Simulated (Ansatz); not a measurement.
The same path of BFH2O + FH (7 atoms, charge 0, multiplicity 1) was run 3 times with different band settings. Lost on the way: B1–H2, F6–H7. Made: B1–F6, H2–H7.

Computed with Ansatz 0.2.0, RKS BLYP/def2-SVPD.

Relaxed end points:

```xyz
7
Properties=species:S:1:pos:R:3
B 0.150 -0.720 0.088
H -0.193 -1.868 0.199
O 1.129 -0.264 -0.723
H 1.580 -0.944 -1.253
F -0.489 0.220 0.835
F -0.193 2.978 1.155
H -0.272 2.048 1.024
```

```xyz
7
Properties=species:S:1:pos:R:3
B 0.246 0.763 -0.487
H -0.374 -0.834 2.134
O 1.428 0.146 -0.743
H 1.348 -0.685 -1.241
F -0.936 0.263 -0.903
F 0.242 1.917 0.192
H -0.241 -0.120 2.373
```

Common settings: climbing image yes; spring 5.0 eV/Å²; optimiser quadratic models (default); start path through a guess of the saddle point; iteration limit 60; end points relaxed.

| run | movable images | force threshold |
| --- | --- | --- |
| 1 | 7 | 0.05 eV/Å |
| 2 | 7 | 0.2 eV/Å |
| 3 | 3 | 0.05 eV/Å |

(1) What does each run give, and how far can it be trusted?

## Answers

(1) Run 1: converged after 22 iterations, highest image 1.257 eV above the first end. The profile has 2 maxima (images 5, 7) with wells between them (image 6): this band takes more than one step, which may be the mechanism or a detour left from its start path. Neighbouring images differ by up to 2.0 eV, so the band resolves the path poorly. A vibrational analysis at the climbing image gives one clearly imaginary mode, 1111i cm⁻¹: a first-order saddle point.
Run 2: converged after 17 iterations, highest image 1.260 eV above the first end. The threshold of 0.2 eV/Å is loose, so the images may lie well off the minimum-energy path. The profile has 2 maxima (images 5, 7) with wells between them (image 6): this band takes more than one step, which may be the mechanism or a detour left from its start path. Neighbouring images differ by up to 2.0 eV, so the band resolves the path poorly. Another band between the same ends (7 images) ends at a top of the same energy, where a vibrational analysis finds 1 clearly imaginary mode.
Run 3: converged after 37 iterations, highest image 1.257 eV above the first end. Neighbouring images differ by up to 2.1 eV, so the band resolves the path poorly. Another band between the same ends (7 images) ends at a top of the same energy, where a vibrational analysis finds 1 clearly imaginary mode. So few images can step over the top or miss a turn of the path.
The orbitals stay closed-shell, which can raise the energy where a bond breaks towards radicals; this wasn't checked here.
